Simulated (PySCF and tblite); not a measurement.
C5H3NOS, numbered as in [N:1]#[C:2][c:3]1[cH:4][cH:5][c:6]([SH:7])[o:8]1.

Geometries GFN2-xTB; weights from PBE0-D3(BJ)/pcSseg-1 energies and GFN2-xTB thermal corrections, with symmetry numbers and mirror pairs. Conformers within 2.5 kcal/mol (GFN2-xTB free energy) were kept, 5 at most. GIAO shieldings: PBE0/pcSseg-1. Shifts are against TMS (¹H), TMS (¹³C), NH3 (¹⁵N) at the same level. Run with PySCF (density fitting) and tblite.

Q: Predict the averaged NMR shifts at 298.15 K.

A: ¹H: 7.33 (H4, 1H), 6.38 (H5, 1H) ppm. ¹³C: 157.4 (C6), 134.7 (C4), 132.0 (C3), 116.1 (C2), 113.3 (C5) ppm. ¹⁵N: 331.9 (N1) ppm.

Q: How do the conformers differ?

A: Torsions listed: O8–C6–S7–H7.
| conformer | shape | weight % |
| --- | --- | --- |
| 1 | 0° | 83.0 |
| 2 | 180° | 17.0 |

```json
{"signal": "H4", "1": "7.34", "2": "7.27", "average": "7.33"}
{"signal": "H5", "1": "6.40", "2": "6.29", "average": "6.38"}
{"signal": "C2", "1": "116.1", "2": "116.2", "average": "116.1"}
{"signal": "C3", "1": "131.9", "2": "132.4", "average": "132.0"}
{"signal": "C4", "1": "134.8", "2": "134.0", "average": "134.7"}
{"signal": "C5", "1": "113.1", "2": "114.5", "average": "113.3"}
{"signal": "C6", "1": "157.4", "2": "157.3", "average": "157.4"}
{"signal": "N1", "1": "332.0", "2": "331.4", "average": "331.9"}
```

The minima are those of GFN2-xTB; planar forms about aryl–S or allylic bonds may be saddles in DFT. Other tautomers (keto or thione forms) aren't considered and may dominate. H on N, O and S are left out: they exchange, and hydrogen bonds move them by several ppm. Unscaled ¹⁵N shifts at such levels can be off by tens of ppm; differences between conformers or isomers are more reliable. Shifts are unscaled: against experiment ¹³C can be off by 15 ppm or more and ¹H by 0.8 ppm.


¹⁵N shifts are against a computed isolated NH3 molecule, about 20 ppm from the liquid.